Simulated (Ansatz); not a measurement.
Computed with Ansatz on PBE0-D4/def2-TZVP structures; ΔE is electronic, products minus reactants. CBS: MP2 limit from def2 TZ/QZ plus the TZ coupled-cluster correction, frozen cores. DFT in def2-TZVPP. HSE06 is defined as in plane-wave codes. Elements past krypton have def2 core potentials. For Ge, Te outer-core shells are correlated without core-valence functions, which leaves a few kJ/mol of doubt a bond. Scalar relativity is left out up to krypton. Each species was taken in one conformer, which may not be the lowest.

Reaction (formal exchange of groups at a Ge–Te bond): `[OH][GeH2][TeH]` + disilane → `[OH][GeH2][SiH2][SiH3]` + H₂Te

(1) Is it downhill or uphill in electronic energy at CCSD(T)/CBS, and by how much? (Best estimate.)

(2) What do these levels give: LDA (SPW92), PBE0-D4, HSE06-D4, PBE-QIDH, PBE, BLYP, r2SCAN, HSE06, CAM-B3LYP, SCS-MP2/def2-TZVPP, CCSD(T)/def2-TZVPP, HF/def2-QZVPP? (Best estimate.)

Largest T1 diagnostic among the species: 0.013.

## Answers

(1) Ansatz gave: Uphill: ΔE = +54.9 kJ/mol.

(2) Computed: LDA (SPW92) 46.7, PBE0-D4 50.6, HSE06-D4 51.0, PBE-QIDH 56.3, PBE 50.1, BLYP 55.3, r2SCAN 53.6, HSE06 52.9, CAM-B3LYP 54.8, SCS-MP2/def2-TZVPP 59.2, CCSD(T)/def2-TZVPP 50.8, HF/def2-QZVPP 65.9 kJ/mol.

In def2-TZVPP, CCSD(T) changes the Hartree–Fock value by −14.5 kJ/mol (the triples alone add −0.7 kJ/mol) and MP2 by −5.2 kJ/mol. Leaving LDA and LC-ωPBE aside and taking each functional with its dispersion term where it has one, the values, not all of them listed here, spread over 13.6 kJ/mol, from B97M-V to B2PLYP. LDA lies −3.4 kJ/mol from PBE without D4. From BLYP to BHLYP (50 % exact exchange), in def2-TZVPP and without D4, ΔE moves by +4.1 kJ/mol.
